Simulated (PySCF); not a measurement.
C₂H₁₃NSi₃, SMILES [SiH2]([Si@@H](C[SiH3])C)N.

Coordinates come from a B3LYP-D3(BJ)/def2-SVP optimisation. The structure was generated by enumeration; whether it is a known compound was not checked. The values are those of a single conformer.

Two levels are set side by side: PBE/def2-TZVP (PySCF) and M06-2X/def2-TZVP (PySCF). Same geometry, gas phase. Differences are taken from unrounded values.

| quantity | M06-2X | PBE | PBE minus M06-2X |
|---|---|---|---|
| orbital gap (eV) | 8.84 | 4.82 | -4.03 |
| highest occupied level (eV) | -8.32 | -5.81 | 2.51 |
| lowest empty level (eV) | 0.53 | -0.99 | -1.52 |
| dipole moment (D) | 1.91 | 2.16 | 0.25 |

Without exact exchange PBE keeps part of each electron's self-repulsion, which lifts occupied levels and narrows the gap. Differences between two approximate levels are no errors against the true value.

Rough cost on one machine, each run with all the roots and properties that it gave: M06-2X against PBE within a factor of 2.
